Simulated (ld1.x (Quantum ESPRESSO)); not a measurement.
Configuration tests for cobalt (PAW)

* Element: Co
* Generator: ld1.x (Quantum ESPRESSO) 7.5
* Type: PAW
* Functional: PBE
* Relativity: scalar-relativistic
* Frozen core: [Ar]
* Valence charge: 9
* Reference configuration: 3d7.5 4s1.5 4p0
* Partial waves: 4s (bound): rcut 1.70, rcutus 2.35 bohr; 4s channel at 1.5 Ry: rcut 1.70, rcutus 2.35 bohr; 4p (bound, empty): rcut 1.95, rcutus 2.45 bohr; 4p channel at 0.7 Ry: rcut 1.95, rcutus 2.45 bohr; 3d (bound): rcut 1.00, rcutus 1.30 bohr; 3d channel at 0.9 Ry: rcut 1.00, rcutus 1.30 bohr; 4f channel at -0.1 Ry: rcut 2.05, rcutus 2.35 bohr; 4f channel at 2.1 Ry: rcut 2.05, rcutus 2.35 bohr
* Local potential: all-electron potential smoothed inside 1.35 bohr (lloc = -2)
* Core correction: a·sin(br)/r model core inside 1.30 bohr
* Augmentation charge: PSQ, inside the norm-conserving radii

Energies are relative to the spin-unpolarised reference configuration 3d7.5 4s1.5 4p0; without spin polarisation the order of configurations can differ from experiment.

```tsv
valence configuration	charge	ΔE all-electron (eV)	error AE − PS (meV)
3d7 4s2 4p0	0	0.961	-20
3d7 4s1 4p0	+1	9.991	-16
3d7 4s0 4p0	+2	26.776	-23
3d7 4s1 4p1	0	5.311	-19
3d7 4s0 4p2	0	9.939	-20
3d7 4s1.5 4p0	+0.5	4.563	-17
```

(1) What are ΔE and the potential's error for 3d7 4s0 4p1?

Levels in the configuration 3d7 4s2 4p0:

| level | all-electron (eV) | pseudo (eV) |
| --- | --- | --- |
| 3d | -8.204 | -8.285 |
| 4s | -5.470 | -5.464 |

Results:

(1) ΔE = 15.359 eV all-electron; the error (AE − PS) is -19 meV.
